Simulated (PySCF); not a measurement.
Ionisation energy of Dy⁶⁰⁺ by level of theory

Dy⁶⁰⁺ [He] 2s2 2p2 (3P) → Dy⁶¹⁺ [He] 2s2 2p1 (2P), as a difference of total energies. Computed with PySCF 2.14 in an even-tempered Gaussian basis (19 s from 37 bohr⁻², ratio 2.2; 13 p from 48 bohr⁻², ratio 2.2; 5 d from 180 bohr⁻², ratio 2.4; 5 f from 270 bohr⁻², ratio 2.4; 4 g from 400 bohr⁻², ratio 2.4), with scalar relativity by spin-free X2C-1e. Correlated levels: nothing frozen; virtual orbitals above 40 to 60 times the deepest correlated orbital energy dropped. The calculations carry no spin-orbit coupling.

```csv
method,ionisation energy (eV),difference from reference (eV)
UHF,13605.5,-538.5
LDA,13598.2,-545.8
PBE,13603.2,-540.8
PBE0,13604.1,-539.9
r2SCAN,13608.9,-535.1
TPSS,13603.5,-540.5
PW91,13605.0,-539.0
MP2 (all electrons),13605.4,-538.6
SCS-MP2 (all electrons),13604.9,-539.1
```

Reference: 14144 ± 10 eV (theoretical estimate listed by NIST; NIST Atomic Spectra Database, ionization energies).

Spin-orbit coupling is strong in these open shells (close to jj coupling). The scalar numbers leave it out and a first-order estimate fails, so it can dominate the gap to the real levels.

For this ion Breit and QED terms and the two-electron picture change, all absent here, outweigh the differences among the correlated methods.
